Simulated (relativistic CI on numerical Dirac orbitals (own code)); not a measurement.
Radial parameters of Cu XVI

Computed by Dirac-Coulomb-Breit CI, separate exchange-only KLI orbitals for each configuration, a model potential for QED, unscaled Slater integrals (own radial code, finite nucleus).

Slater integrals F^k, G^k are unscaled and averaged over j, outside the closed core [Ne]; ζ comes from projecting the Hamiltonian with its Breit term on Σ l·s of the shell.

- 3s2 3p2: F^2(3p,3p) = 167370, ζ(3p) = 21625 cm⁻¹; <r>(3p) = 0.5977, <r^2>(3p) = 0.4113 (bohr units).
- 3s 3p3: F^2(3p,3p) = 167240, G^1(3s,3p) = 215380, ζ(3p) = 21598 cm⁻¹; <r>(3s) = 0.6052, <r^2>(3s) = 0.4161, <r>(3p) = 0.5982, <r^2>(3p) = 0.4119 (bohr units).
- 3s2 3p 3d: ζ(3p) = 21592, F^2(3p,3d) = 166680, G^1(3p,3d) = 186210, G^3(3p,3d) = 122250, ζ(3d) = 1935.1 cm⁻¹; <r>(3p) = 0.5988, <r^2>(3p) = 0.4128, <r>(3d) = 0.5512, <r^2>(3d) = 0.3531 (bohr units).

Averages of the first 10 configurations, taken without configuration mixing, which lowers the lowest level and can move excited configurations by several eV; other configurations of the list can lie among them:

```tsv
Configuration	Parity	States	Average energy above the lowest level (eV)
3s2 3p2	even	15	10.0
3s 3p3	odd	40	56.0
3s2 3p 3d	odd	60	76.9
3p4	even	15	109.4
3s 3p2 3d	even	300	119.7
3p3 3d	odd	200	169.8
3s 3p 3d2	odd	540	185.7
3s2 3p 4s	odd	12	243.5
3s2 3d 4p	odd	60	328.5
3p3 4s	odd	40	337.9
```
